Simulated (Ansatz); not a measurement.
Be2Te2⁺, relaxed as a doublet with UKS r2SCAN-D4/def2-TZVP in Ansatz, starting from the GFN1-xTB geometry. Force threshold 0.02 eV/Å.

In the def2 sets Te takes a core potential; there is no spin–orbit coupling. The structure comes from a short search, and lower isomers may exist.

Start:

```xyz
4

Be    1.3479   -0.9196   -0.4429
Be   -1.6843    0.1447    0.0458
Te    0.1889    1.0177   -1.0482
Te    0.1476   -0.2428    1.4453
```

**Question.** Estimate the energy that the relaxation releases and the steps that it takes.

**Answer.** 188.7 kJ/mol, in 9 steps; 31 s on 4 threads of Arm Neoverse V1 on a shared host. No frequencies were taken in this run, so the end may be a saddle point.

**Question.** Does the start keep its bonding and symmetry?

**Answer.** Bonds lost: Te3–Te4 (atoms count from 1). Metal–metal contacts that move far: Be1–Be2 3.25 to 2.16 Å. Point group C2v at the start, D2h at the end, both within 0.05 Å.

**Question.** Predict the relaxed structure.

**Answer.** 
```xyz
4

Be    1.007   -0.354   -0.162
Be   -1.007    0.353    0.162
Te    0.029    0.908   -1.795
Te   -0.029   -0.908    1.795
```
Bond lengths (bridged metal pairs left out): 4 × Be–Te 2.28 Å.
